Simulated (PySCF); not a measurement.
Species: C4H11NOSi2.
Cartesian coordinates in Å at the PBE0-D3(BJ)/def2-SVP level; atoms count from 1:
```xyz
19
C4H11NOSi2 angstrom
C     -2.860   -0.181   -0.440
C     -1.634    0.698   -0.638
C     -1.699    1.895    0.223
N     -1.759    2.833    0.897
O     -0.459    0.001   -0.343
Si     0.653   -0.624   -1.437
C      2.261   -0.732   -0.511
Si     2.529    0.749    0.637
H     -3.786    0.385   -0.616
H     -2.871   -0.574    0.587
H     -2.821   -1.027   -1.141
H     -1.619    1.075   -1.681
H      0.738    0.323   -2.595
H      0.183   -1.951   -1.943
H      2.303   -1.661    0.082
H      3.088   -0.776   -1.241
H      2.216    2.016   -0.093
H      1.661    0.644    1.843
H      3.959    0.796    1.072
```

Level of theory: TDDFT B3LYP/def2-SVPD, vertical, gas phase, core orbitals frozen in the response (PySCF 2.14.0, density-fitted response routines).

Transition dipole moments from the ground state, in atomic units and in the frame of the coordinates above (overall signs are arbitrary), for the states with f of 0.002 or more among the lowest 7:

```
state  E (eV)      μx      μy      μz
   S1   6.888  -0.158   0.070   0.023
   S2   7.272   0.182   0.053   0.164
   S3   7.365   0.273   0.046   0.027
   S4   7.506   0.488   0.033   0.275
   S5   7.598   0.075  -0.174  -0.069
   S6   7.782   0.289   0.179   0.150
   S7   7.844  -0.055  -0.298  -0.203
```

**Question.** Work out the oscillator strengths.

**Answer.** f = (2/3) ΔE |μ|² with ΔE in hartree (27.2114 eV).

| state | \|μ\|² (au) | \|μ\| (D) | f |
| --- | --- | --- | --- |
| S1 | 0.030 | 0.44 | 0.005 |
| S2 | 0.063 | 0.64 | 0.011 |
| S3 | 0.077 | 0.71 | 0.014 |
| S4 | 0.315 | 1.43 | 0.058 |
| S5 | 0.041 | 0.51 | 0.008 |
| S6 | 0.138 | 0.94 | 0.026 |
| S7 | 0.133 | 0.93 | 0.026 |

**Question.** Which bond between heavy atoms lies closest to the direction of the S4 transition dipole?

**Answer.** Si6–C7, at 7° from it; next C2–O5 at 36°.

**Question.** What angle do the transition dipoles of S4 and S6 make?

**Answer.** |cos θ| = |μa·μb| / (|μa| |μb|) = 0.90, so θ ≈ 26° (taken between 0 and 90°, since the signs are arbitrary).

**Question.** How is the summed strength of these states shared among x, y and z?

**Answer.** (2/3) Σ ΔE μα² gives 0.085 for x, 0.031 for y and 0.032 for z, 0.148 in all.

**Question.** What peak molar absorption coefficient would the strongest computed level give as a lone Gaussian band 0.5 eV wide at half height?

**Answer.** ε(max) = 2.175×10⁸ f / FWHM, with the width in cm⁻¹. S4: 2.175×10⁸ × 0.0579 / 4033 ≈ 3100 L mol⁻¹ cm⁻¹.

All these states lie below the vertical ionisation energy of 10.26 eV (ΔSCF).

Hardware: an Arm Neoverse V1 with one thread, on a shared host. Cost: 7.8 min of wall time.

One conformer stands for the species.
